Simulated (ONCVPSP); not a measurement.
# K (Z = 19), ONCV: configuration errors across variants

```
Element                 : K
Generator               : ONCVPSP 4.0.1
Type                    : optimised norm-conserving Vanderbilt (ONCV)
Functional              : PBE
Relativity              : scalar-relativistic
Frozen core             : [Ne]
Valence charge          : 9
Reference configuration : 3s2 3p6 3d1
Partial waves           : 3s: rc 1.35 bohr, ncon 3, nbas 7, qcut 4.4 1/bohr, 2 projectors, debl 3.7 Ha; 3p: rc 1.50 bohr, ncon 4, nbas 7, qcut 5 1/bohr, 1 projector; 3d: rc 4.00 bohr, ncon 5, nbas 10, qcut 2.1 1/bohr, 2 projectors, debl 1.3 Ha; f scattering state at 0.13 Ha: rc 3.05 bohr, ncon 4, nbas 7, qcut 3.6 1/bohr, 2 projectors, debl 2.5 Ha
Local potential         : polynomial inside 1.00 bohr (lpopt 2, dvloc0 4 Ha)
Core correction         : Teter function, fcfact 3.5, rcfact 1.55
```

All-electron excitation energies from the reference (eV): (1) 3s2 3p6 3d0 4s1 -2.456; (2) 3s2 3p6 3d0 1.857; (3) 3s2 3p6 3d0 4s0.5 -0.815.

2 further variants failed, have other tests or too few solved ones, and are left out.

A true bound ghost makes a file unfit for plane-wave use even where its test errors are small: the radial tests pick states by their node count and pass the ghost by.

Errors AE − PS in meV (a dash: test not solved or not reliable):

```tsv
change	(1)	(2)	(3)	bound ghosts	GHOST(+) flags above zero
base	-5.5	+14	+1.7	d, f	none
d: qcut 2.9	-1.8	+9.1	+2.2	f	d
core correction Teter function, fcfact 2.25, rcfact 1.65	-5.5	+14	+1.7	d, f	none
f: qcut 2.7	-5.5	+14	+1.7	d	none
```

Task: Give the same row for: s: rc 1.08.

Result: -5.6, +14, +1.6; bound ghosts: d, f; GHOST(+) flags above zero: none.
